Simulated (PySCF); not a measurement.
# Dipole response of Mn²⁺ (manganese, charge +2)

[Ar] 3d5, high-spin 6S determinant. All numbers are calculated (PySCF 2.14, the non-relativistic Hamiltonian (point nucleus), in aug-cc-pVTZ with one added diffuse shell each of s, p, d, f, g type (9s8p6d4f3g, 118 functions)). Coupled (time-dependent) response in atomic units; α is the mean over directions.

| method | mean α (bohr³) | C₆ (like pair) | S(−4) |
| --- | --- | --- | --- |
| PBEsol | 4.125 | 12.24 | 10.14 |

S(−4) is the Cauchy moment in α(ω) = α(0) + S(−4) ω² + …

α(iu) at PBEsol:

| u (hartree) | α(iu) (bohr³) |
| --- | --- |
| 0 | 4.125 |
| 0.0500 | 4.100 |
| 0.100 | 4.028 |
| 0.200 | 3.781 |
| 0.300 | 3.470 |
| 0.500 | 2.880 |
| 0.750 | 2.325 |
| 1.00 | 1.927 |
| 1.50 | 1.394 |
| 2.00 | 1.054 |
| 3.00 | 0.6596 |
| 5.00 | 0.3248 |

A single London oscillator, α(iu) = α/(1 + u²/ω²), gives C₆ = (3/4) ω α². Matching the computed C₆ needs ω = 4 × 12.24 / (3 × 4.125²) = 0.959 hartree.

For an ion, C₆ is the dispersion term alone; charge-induced terms of lower order in 1/R come first.
